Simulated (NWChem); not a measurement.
Molecule: CH₇NOSi; SMILES C[SiH](N)O

```xyz
11

Si     0.0936     0.0850    -0.3473
C      0.3399    -1.7021     0.1848
N     -1.4912     0.5457     0.1841
O      1.2268     1.1357     0.2876
H      0.3320     0.2205    -1.8088
H     -0.3549    -2.3722    -0.3373
H      0.1865    -1.8342     1.2627
H      1.3572    -2.0347    -0.0503
H     -1.9229     1.4015    -0.1435
H     -2.1881    -0.1657     0.3665
H      1.1013     1.3275     1.2286
```
Atoms are numbered in this order, from 1.

All runs use the structure optimised with B3LYP/6-31G* (spherical d).

 Unshifted, non-relativistic core excitations; the lowest 4 roots alone, so stronger bands may lie above.

Task: List the first O K-edge excitations from PBE/6-311G** (spherical d), restricted-window TDA (NWChem).

Result: 
```json
[
 {"state": "S1", "energy (eV)": "509.9", "dipole oscillator strength": "0.0026", "leading excitation (squared amplitude)": "1s of atom 4 or its equivalents → LUMO (0.93)"},
 {"state": "S2", "energy (eV)": "510.5", "dipole oscillator strength": "0.0034", "leading excitation (squared amplitude)": "1s of atom 4 or its equivalents → LUMO+1 (0.90)"},
 {"state": "S3", "energy (eV)": "510.7", "dipole oscillator strength": "0.0029", "leading excitation (squared amplitude)": "1s of atom 4 or its equivalents → LUMO+2 (0.96)"},
 {"state": "S4", "energy (eV)": "511.6", "dipole oscillator strength": "0.0014", "leading excitation (squared amplitude)": "1s of atom 4 or its equivalents → LUMO+3 (0.76)"}
]
```
